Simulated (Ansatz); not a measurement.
[AuCl2]- (AuCl2⁻). The state is a singlet with charge -1. Geometry B3LYP-D4/def2-TZVPD.

```xyz
3

Au    0.0000    0.0000    0.0000
Cl    2.1285   -0.8530   -0.3537
Cl   -2.1285    0.8530    0.3538
```

In the def2 sets Au takes a core potential; there is no spin–orbit coupling.

Q: Estimate the orbital energies around the gap (eV) in Ansatz with HF/def2-TZVPD, PBE-D4/def2-SVPD, r2SCAN-D4/def2-TZVPD, r2SCAN0-D4/def2-TZVPD, BHLYP-D4/def2-TZVPD.

A: 
```csv
orbital,HF/def2-TZVPD,PBE-D4/def2-SVPD,r2SCAN-D4/def2-TZVPD,r2SCAN0-D4/def2-TZVPD,BHLYP-D4/def2-TZVPD
HOMO−13,-70.23,-55.61,-57.39,-60.67,-63.33
HOMO−12,-23.55,-14.82,-15.59,-17.73,-19.47
HOMO−11,-23.22,-14.52,-15.31,-17.43,-19.16
HOMO−10,-10.47,-5.76,-5.96,-7.29,-8.32
HOMO−9,-9.56,-3.98,-4.24,-5.77,-7.03
HOMO−8,-9.56,-3.98,-4.24,-5.77,-7.03
HOMO−7,-8.20,-3.50,-3.69,-4.78,-5.62
HOMO−6,-8.20,-2.75,-3.00,-4.32,-5.62
HOMO−5,-7.40,-2.75,-3.00,-4.32,-5.62
HOMO−4,-7.19,-2.43,-2.74,-4.25,-5.23
HOMO−3,-7.19,-2.43,-2.74,-4.25,-5.23
HOMO−2,-5.92,-2.04,-2.23,-3.38,-4.27
HOMO−1,-5.92,-1.44,-1.62,-2.91,-3.96
HOMO,-5.90,-1.44,-1.62,-2.91,-3.96
LUMO,4.88,2.64,2.98,3.64,3.93
LUMO+1,4.91,4.26,4.03,4.21,4.11
LUMO+2,5.76,4.28,4.27,4.65,4.75
LUMO+3,5.76,4.28,4.27,4.65,4.75
LUMO+4,6.58,5.07,4.58,4.94,5.33
LUMO+5,6.58,6.17,5.43,5.72,5.64
```
